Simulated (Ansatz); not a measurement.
Reaction (ligand exchange at the In–F bond): `[F][In]` + HI → `[In][I]` + H–F

Isolated molecules relaxed with PBE0-D4/def2-TZVP in Ansatz; ΔE leaves out vibrations. CBS: MP2 limit from def2 TZ/QZ plus the TZ coupled-cluster correction, frozen cores. This one scheme is used for every species. DFT in def2-TZVPP. B3LYP here is the variant with VWN-RPA as its local correlation; programs differ in this. HSE06 is defined as in plane-wave codes. def2 core potentials past Kr. For I, In outer-core shells are correlated without core-valence functions, which leaves a few kJ/mol of doubt a bond.

Is it downhill or uphill in electronic energy at CCSD(T)/CBS, and by how much? (Estimate.)

Computed: Downhill: ΔE = -74.5 kJ/mol.

What do these levels give: r2SCAN-D4, B3LYP-D4, revPBE, r2SCANh, HSE06, CCSD(T)/def2-QZVPP? (Best estimate.)

Ansatz gave: r2SCAN-D4 -65.5, B3LYP-D4 -66.6, revPBE -61.6, r2SCANh -70.1, HSE06 -76.6, CCSD(T)/def2-QZVPP -70.4 kJ/mol.

What do rigid-rotor, harmonic-oscillator terms from PBE0-D4/def2-TZVP frequencies (298.15 K, 1 bar) make of the CCSD(T)/CBS value? (Estimate.)

The calculation gave: ΔZPE = +8.7 kJ/mol, ΔH = -64.7 kJ/mol, ΔS = -2 J/(mol·K), ΔG = -64.3 kJ/mol.

Largest T1 diagnostic among the species: 0.018.

The D4 term adds −5.1 kJ/mol with B3LYP and −2.6 kJ/mol with PBE0; it sums over pairs of atoms, weighted by their polarisabilities, and B3LYP, whose exchange is more repulsive, gets the larger term. From PBE to PBE0 (25 % exact exchange), in def2-TZVPP and without D4, ΔE moves by −12.8 kJ/mol.
